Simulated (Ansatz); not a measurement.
`[SiH3]NBS` + ethane → `CCBN[SiH3]` + H₂S  (formal exchange of groups at a B–S bond)

Program: Ansatz. Geometries: PBE0-D4/def2-TZVP. ΔE: electronic, gas phase. CCSD(T)/CBS is the MP2 limit (def2-TZVPP, def2-QZVPP) plus CCSD(T) − MP2 in def2-TZVPP, frozen cores. This one scheme is used for every species. Functionals use def2-TZVPP. One conformer a species, not always the lowest.

| level | ΔE (kJ/mol) | difference from CCSD(T)/CBS |
| --- | --- | --- |
| PBE0-D4 | 78.8 | 4.1 |
| ωB97M-V | 73.9 | -0.8 |
| B2PLYP | 78.8 | 4.1 |
| PBE0 | 79.9 | 5.2 |
| CCSD/def2-TZVPP | 73.3 | -1.4 |
| CCSD(T)/def2-TZVPP | 74.5 | -0.2 |
| HF/def2-QZVPP | 76.0 | 1.3 |
| SCS-MP2/def2-QZVPP | 77.1 | 2.4 |
| MP2/CBS(def2) | 79.1 | 4.4 |
| CCSD/CBS(def2) | 73.4 | -1.3 |
| CCSD(T)/CBS | 74.7 | 0 |

Largest T1 diagnostic among the species: 0.012.
